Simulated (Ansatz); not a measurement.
BFH5InSSi, SMILES `B[SiH](F)[S][InH2]` at its PBE0-D4/def2-TZVP geometry, where that method's forces vanish. Charge 0, multiplicity 1. In: def2 effective core potential.

```xyz
10

B     1.1252   -0.0487   -0.1245
Si   -0.0600    0.2129   -1.6270
F     0.3634    1.0200   -2.9349
S    -0.2259    1.5287    0.0941
In   -0.8226   -0.2873    1.6991
H     2.2602    0.2981   -0.0352
H     0.8426   -1.0120    0.6164
H    -1.3202   -0.4944   -1.9419
H    -1.9546   -1.3696    1.0368
H    -0.2080    0.1524    3.2171
```

Task: What forces (eV/Å) does B3LYP-D4/def2-TZVPP give on these atoms in Ansatz? (Best estimate.)

Result: Ansatz gave: 
```
B1   0.316 -0.242 -0.030
Si2 -0.096 -0.224 -0.027
F3   0.058  0.107 -0.178
S4  -0.113  0.379  0.043
In5 -0.162 -0.114  0.247
H6  -0.136 -0.045 -0.011
H7   0.055  0.125 -0.093
H8   0.084  0.040  0.018
H9  -0.028 -0.032 -0.012
H10  0.021  0.007  0.045
```

B3LYP here is the variant with VWN-RPA as its local correlation; programs differ in this.
